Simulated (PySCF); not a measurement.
**Peak assignment**

Cartesian coordinates in Å; atom numbers follow the order of the lines, from 1:
```xyz
23

C    -3.061    1.514   -0.323
C    -1.933    0.565   -0.159
N    -0.751    0.915    0.149
N     0.079   -0.152    0.215
Si    1.664    0.003    0.900
C     2.667   -1.486    0.275
C     2.362    1.664    0.316
C    -0.653   -1.402   -0.037
C    -2.078   -0.934   -0.352
H    -3.481    1.435   -1.326
H    -3.854    1.285    0.389
H    -2.714    2.530   -0.158
H     1.614   -0.053    2.378
H     3.683   -1.453    0.653
H     2.229   -2.424    0.604
H     2.720   -1.511   -0.809
H     3.267    1.918    0.858
H     2.600    1.650   -0.743
H     1.639    2.455    0.479
H    -0.187   -1.931   -0.870
H    -0.610   -2.042    0.848
H    -2.381   -1.166   -1.375
H    -2.824   -1.352    0.327
```

PySCF 2.14 calculation with structure optimised with GFN2-xTB and σ from GIAO-PBE0/pcSseg-1; no solvent model, a single conformation, averaged over atoms made equivalent by symmetry, fast rotation or ring inversion, non-relativistic.

δ = σ(ref) − σ, references computed at the same level: TMS for $^{13}$C (186.93 ppm), $^{1}$H (31.72 ppm).

**Question.** Assign these signals to the numbered atoms. $^{13}$C{$^{1}$H} NMR (computed): δ 145.2 (C), 49.2 (CH2), 38.5 (CH2), 18.1 (CH3), -2.1 (CH3).

**Answer.** 
145.2 → C2, C=N carbon
49.2 → C8, sp3 CH2 bonded to N: deshielded by the electronegative neighbour
38.5 → C9, sp3 CH2 in a ring: aliphatic region, no heteroatom directly attached
18.1 → C1, methyl carbon: aliphatic region, no heteroatom directly attached
-2.1 → C6/C7, methyl carbon bonded to Si: an electropositive neighbour leaves it electron-rich and shielded

**Question.** Assign these signals to the numbered atoms. $^{1}$H NMR (400 MHz, computed): δ 5.11 (sept, 1H), 3.54 (m, 2H), 2.67 (m, 2H), 2.01 (s, 3H), 0.27 (d, 6H).

**Answer.** 
5.11 → H13, hydrogen on a silicon bonded to 2 C, N
3.54 → H20/H21, hydrogen on an sp3 CH2 bonded to N: its carbon carries N, an electronegative neighbour
2.67 → H22/H23, hydrogen on an sp3 CH2 in a ring
2.01 → H10/H11/H12, hydrogen on a methyl carbon
0.27 → H14/H15/H16/H17/H18/H19, hydrogen on a methyl carbon bonded to Si: an electropositive neighbour shields it, as in TMS itself

Shifts are as computed. Against solution values, carbons near 30 ppm lie about +3 ppm off and those near 130 ppm about +5 ppm. Of 1211 compounds with measured shifts, 218 miss one by over three times the rms of a fit or turn the order of signals round; such compounds aren't used in these exercises. Multiplicities follow the n + 1 count of equivalent neighbours, as no J values were calculated; m marks all less simple cases, F and P coupling included.
